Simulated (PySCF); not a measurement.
CH3FSe, SMILES C[Se]F. The structure is a stationary point at PBE0-D3(BJ)/def2-TZVP.

TDDFT-ωB97X/def2-SVPD (PySCF 2.14.0) puts the lowest singlet excitations at 3.14, 5.90, 6.41, 6.50, 7.60, 7.81 eV.

Task: What are the lowest excitation roots from ADC(2)/aug-cc-pVDZ run with PySCF? (Estimate from the structure and the level; the computed values follow.)

Result: 3.39, 5.57, 5.79, 6.46, 6.72, 6.79 eV. S1 differs by 0.25 eV (second minus first; roots are paired by order, and the bases may differ).
